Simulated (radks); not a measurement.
Problem. Re4+, 71 electrons, occupied as [Xe] 4f14 5d3. Method: Dirac Kohn-Sham, PBE, spin-unpolarised, spherical densities, point nucleus; open shells are shared between the two j in proportion to 2j + 1; computed with a radial shooting solver on a logarithmic mesh with Libxc functionals. Some entries of the table are withheld. Estimate them.

| orbital | occ. | eigenvalue (eV) | r(max) (bohr) |
|---|---|---|---|
| 1s1/2 | 2 | -71608.33 | 0.01123 |
| 2s1/2 | 2 | -12443.71 | 0.06471 |
| 2p1/2 | 2 | -11907.19 | (1) |
| 2p3/2 | 4 | -10467.33 | (2) |
| 3s1/2 | 2 | (3) | 0.1822 |
| 3p1/2 | 2 | -2676.044 | 0.1705 |
| 3p3/2 | 4 | -2363.336 | 0.1847 |
| 3d3/2 | 4 | -1962.497 | (4) |
| 3d5/2 | 6 | -1894.628 | (5) |
| 4s1/2 | 2 | -643.7784 | 0.4130 |
| 4p1/2 | 2 | -544.0683 | 0.4125 |
| 4p3/2 | 4 | -471.1231 | 0.4423 |
| 4d3/2 | 4 | -307.6177 | 0.4382 |
| 4d5/2 | 6 | -294.1410 | 0.4475 |
| 5s1/2 | 2 | -129.2702 | 0.9368 |
| 5p1/2 | 2 | -98.8069 | 0.9996 |
| 4f5/2 | 6 | -88.3167 | 0.4144 |
| 5p3/2 | 4 | -87.4297 | 1.080 |
| 4f7/2 | 8 | -85.7978 | 0.4192 |
| 5d3/2 | 1.2 | -46.5447 | 1.326 |
| 5d5/2 | 1.8 | -45.3052 | 1.359 |

Solution. 
(1) 2p1/2 r(max) (bohr): 0.04802
(2) 2p3/2 r(max) (bohr): 0.05496
(3) 3s1/2 eigenvalue (eV): -2915.155
(4) 3d3/2 r(max) (bohr): 0.1445
(5) 3d5/2 r(max) (bohr): 0.1485
